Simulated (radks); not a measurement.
Au21+, configuration [Kr] 4d10 4f12. All-electron calculation, Dirac Kohn-Sham, exchange-only LDA, spin-unpolarised, spherical densities, finite nucleus; open shells are shared between the two j in proportion to 2j + 1; Fermi nuclear charge, rms radius 5.4371 fm. Program: a radial shooting solver on a logarithmic mesh with Libxc functionals.

Spin-orbit splittings of the eigenvalues, e(l+1/2) - e(l-1/2), with zeta = 2 splitting/(2l+1) and mean radii in bohr:

shell,occ.,splitting (eV),zeta (eV),<r> j=l-1/2,<r> j=l+1/2
2p,6,1834,1223,0.05799,0.06653
3p,6,405.6,270.4,0.1735,0.1891
3d,10,87.35,34.94,0.1646,0.1694
4p,6,100.6,67.10,0.4040,0.4359
4d,10,19.28,7.712,0.4390,0.4489
4f,12,4.469,1.277,0.4505,0.4552
